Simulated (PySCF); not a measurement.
C₄H₁₀OSi, SMILES C[SiH2]C1COC1. Geometry: PBE0-D3(BJ)/def2-SVP. This is a generated structure with no PubChem entry under its InChIKey; it may be hypothetical. One conformer was computed; it need not be the lowest.

Computed equilibrium geometry at PBE0-D3(BJ)/def2-SVP (PySCF confirms it by a frequency run) as Cartesian coordinates in Å (one conformer of several):
```xyz
16

C      2.6449     0.0728    -0.2595
Si     1.1108    -0.4297     0.7017
C     -0.4164    -0.4096    -0.4036
C     -1.7983    -0.5146     0.2713
O     -2.1909     0.7663    -0.2074
C     -0.9440     0.9658    -0.8601
H      2.8399    -0.6294    -1.0848
H      2.5240     1.0798    -0.6887
H      3.5324     0.0874     0.3913
H      1.2847    -1.8004     1.2810
H      0.8711     0.5253     1.8311
H     -0.2893    -1.1192    -1.2361
H     -2.4473    -1.3257    -0.1055
H     -1.7982    -0.5611     1.3769
H     -1.0515     1.0926    -1.9528
H     -0.4069     1.8498    -0.4648
```
